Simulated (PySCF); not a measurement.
BeCl2 (SMILES [Cl][Be][Cl]), singlet, at a GFN2-xTB geometry (such geometries of metal compounds can be far from the true shape). Base run: HF/def2-SVP (PySCF).

PySCF was given this input:
```python
from pyscf import gto, scf, solvent

mol = gto.M(
    atom='''
Be    0.00000000    0.00000000    0.00000000
Cl    0.00000000    0.00000000    1.76296703
Cl   -0.00000000   -0.00000000   -1.76296703
''',
    basis='def2-svp',
    verbose=3,
)

mf = scf.RHF(mol)
mf.kernel()
```

The base run was repeated with changes; each row names its change, and settings that it needs were set with it.

```
change                                                   ΔE vs base (kJ/mol)  HOMO-LUMO gap (eV)
-------------------------------------------------------  -------------------  ------------------
base                                                                    0.00               14.85
model = C-PCM; solvent = n-hexane                                 (withheld)               14.98
model = IEF-PCM; solvent = n-hexane; vdw_scale = 1.4              (withheld)          (withheld)
model = IEF-PCM; solvent = dichloromethane                            -22.70               15.09
model = IEF-PCM; solvent = n-hexane; lebedev_order = 11                -9.01               14.93
model = SS(V)PE; solvent = n-hexane                                    -9.00               14.94
model = IEF-PCM; solvent = n-hexane; vdw_scale = 1.1                  -14.06               14.96
model = ddCOSMO; solvent = n-hexane                                   -21.83               14.98
model = IEF-PCM; solvent = n-hexane; lebedev_order = 41                -9.13               14.95
model = IEF-PCM; solvent = n-hexane                                    -9.08               14.95
model = IEF-PCM; solvent = 2-propanol                             (withheld)          (withheld)
model = IEF-PCM; solvent = n-hexane; vdw_scale = 1.0                  -22.43               14.97
```

Q: Complete the blanks.

A: 
- model = C-PCM; solvent = n-hexane, ΔE vs base (kJ/mol): -12.09
- model = IEF-PCM; solvent = n-hexane; vdw_scale = 1.4, ΔE vs base (kJ/mol): -4.01
- model = IEF-PCM; solvent = n-hexane; vdw_scale = 1.4, HOMO-LUMO gap (eV): 14.92
- model = IEF-PCM; solvent = 2-propanol, ΔE vs base (kJ/mol): -25.39
- model = IEF-PCM; solvent = 2-propanol, HOMO-LUMO gap (eV): 15.12

The base is the gas phase, so ΔE is the electrostatic part of solvation at a fixed geometry, without cavity and dispersion terms.
